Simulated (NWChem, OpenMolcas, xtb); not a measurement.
**A ladder of methods for InSiH4F (SMILES [F][InH][SiH3])**

InSiH4F: 7 atoms, total charge 0, spin state singlet. SMILES: `[F][InH][SiH3]`. The coordinates come from a PBE0-D4/def2-TZVP relaxation.

Each level gives the HOMO–LUMO gap (eV). The values are calculated.

| level | kind | program | value (eV) | CPU time |
| --- | --- | --- | --- | --- |
| GFN0-xTB | semi-empirical | xtb | 3.44 | under 2 s |
| GFN1-xTB | semi-empirical | xtb | 4.26 | under 2 s |
| HF/def2-SVP (core potential) | Hartree–Fock | NWChem | 10.99 | 21 s |
| SVWN5/def2-SVP (core potential) | LDA | OpenMolcas | 3.85 | 29 s |
| revPBE/def2-SVP (core potential) | GGA | OpenMolcas | 4.00 | 36 s |
| TPSS/def2-SVP (core potential) | meta-GGA | OpenMolcas | 4.22 | 46 s |
| PBE0/def2-SVP (core potential) | global hybrid | OpenMolcas | 5.88 | 31 s |
| B2PLYP/def2-SVP (core potential) | double hybrid | OpenMolcas | 7.75 | 21 s |

The values span 3.44 to 10.99 eV. Orbital gaps aren't excitation energies, and those of double hybrids come from the SCF part alone; they tend to grow with the share of exact exchange. Times are those of the runs behind each value, whatever else they computed, on shared processors of several kinds: orders of magnitude only.
